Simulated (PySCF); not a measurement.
## InO: energy against distance

Set-up: In x2c-SVPall, O x2c-SVPall; spin-free X2C with a Gaussian nucleus (PySCF 2.14). Energies in eV from In + O in their ground configurations at the same level. All curves are PBE0. state 1: ²Π (doublet), unpaired electrons π ↑; state 2: ²Σ⁺ (doublet), unpaired electrons σ ↑, a second solution, started from another occupation; state 3: quartet, unpaired electrons σ ↑, π ↑↑, a mixture of terms (⟨Lz²⟩ = 2.0), a second solution, started from another occupation.

| R (Å) | state 1 | state 2 | state 3 |
| --- | --- | --- | --- |
| 1.793 | -2.406 | -3.061 | 0.5601 |
| 1.877 | -2.967 | -3.286 | 0.0322 |
| 1.960 | -3.270 | -3.324 | -0.2637 |
| 2.022 | -3.374 | -3.271 | -0.3816 |
| 2.085 | -3.401 | -3.172 | -0.4385 |
| 2.147 | -3.371 | -3.039 | -0.4541 |
| 2.231 | -3.267 | -2.828 | -0.4356 |
| 2.335 | -3.070 | -2.535 | -0.3818 |
| 2.460 | -2.782 | -2.170 | -0.3064 |
| 2.627 | -2.368 | -1.699 | -0.2186 |

Question: Put a parabola through the three lowest points of the state 1 curve and estimate Re, k and ωe (reduced mass 14.04 u; 1 eV/Å² = 0.16022 mdyn/Å; ωe = 1302.8·√(k/μ) cm⁻¹).

Answer: Through R = 2.022, 2.085, 2.147 Å the second-order coefficient is 7.30 eV/Å², so Re ≈ 2.083 Å, k ≈ 2.34 mdyn/Å and ωe ≈ 532 cm⁻¹. A polynomial fit of higher order to the unrounded PBE0 energies gives Re = 2.080 Å, k = 2.40 mdyn/Å, ωe = 538 cm⁻¹; anharmonicity and rounding make the difference.

The higher-order fit for each curve: state 1: Re = 2.080 Å, ωe = 538 cm⁻¹, De = 3.40 eV; state 2: Re = 1.939 Å, ωe = 605 cm⁻¹, minimum 3.33 eV below the ground-state fragments; state 3: Re = 2.148 Å, ωe = 359 cm⁻¹, minimum 0.454 eV below the ground-state fragments.

These are scalar-relativistic numbers at best; spin–orbit coupling would shift them, the dissociation energy most. Counting both spins, an empty level lies below a filled one in some of these solutions, because spin and occupation are held. The state was picked by a PBE0 search and need not be the measured ground state.
